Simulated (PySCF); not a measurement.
B-trichloroborazine (B₃Cl₃H₃N₃), SMILES ClB1NB(Cl)NB(Cl)N1. Atoms are numbered in the order given.

```xyz
12

Cl     3.2172     0.0000     0.0000
B      1.4347     0.0000     0.0000
N      0.7073    -1.2251     0.0000
B     -0.7174    -1.2425     0.0000
Cl    -1.6086    -2.7862     0.0000
N     -1.4146     0.0000     0.0000
B     -0.7174     1.2425     0.0000
Cl    -1.6086     2.7862     0.0000
N      0.7073     1.2251     0.0000
H      1.2141    -2.1029     0.0000
H     -2.4282     0.0000     0.0000
H      1.2141     2.1029     0.0000
```

Coordinates come from a B3LYP-D3(BJ)/def2-SVP optimisation.

The numbers are results of TDA-PBE/def2-SVPD (PySCF), not measurements.

Vertical excitations; the highest root listed may be one member of a degenerate set. Gas-phase values at a fixed geometry. State labels are in the subgroup C2v.

Computed excitation energies, oscillator strengths and character:
| state | symmetry | energy (eV) | λ (nm) | f | main pairs |
|---|---|---|---|---|---|
| S1 | B1 | 6.21 | 199 | 0.000 | HOMO−1→LUMO 50 %, HOMO→LUMO+1 50 % |
| S2 | B2 | 6.54 | 189 | 0.000 | HOMO−2→LUMO (degenerate set) |
| S3 | A2 | 6.54 | 189 | 0.000 | HOMO−2→LUMO+1 (degenerate set) |
| S4 | A2 | 6.62 | 187 | 0.000 | HOMO→LUMO+2 (degenerate set) |
| S5 | B2 | 6.62 | 187 | 0.000 | HOMO−1→LUMO+2 (degenerate set) |
| S6 | A1 | 6.65 | 186 | 0.051 | HOMO−3→LUMO+1 36 %, HOMO−1→LUMO+1 28 %, HOMO→LUMO 28 % |
| T1 | A1 | 5.80 | 214 | 0 | HOMO→LUMO 49 %, HOMO−1→LUMO+1 49 % |
| T2 | A1 | 5.94 | 209 | 0 | HOMO−1→LUMO+1 49 %, HOMO→LUMO 49 % |
Triplets are in the Tamm–Dancoff approximation.
